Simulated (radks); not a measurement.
Problem. Spherical quantum dot in the effective-mass picture: electrons in a well V = -V0 / (1 + exp((r - R)/a)) with V0 = 5.69, R = 8.38, a = 0.32, all in effective atomic units (hartree* = m*/eps^2 hartree, bohr* = eps/m* bohr), one dielectric constant everywhere. Method: non-relativistic Kohn-Sham, PBEsol, spin-polarised, spherical densities; computed with a radial shooting solver with Libxc functionals. Levels are named by radial order and angular momentum (1s, 1p, 1d, 2s, ...), and open shells are averaged over m. At N = 13 the configuration is 1s2 1p6 1d(up 5, down 0). Does electron 14 go into 1d down or 1f up or 1f down?

Solution. Into 1d down. The total energies of the other choices lie higher by 0.0553 hartree* (1f up), 0.0882 hartree* (1f down).
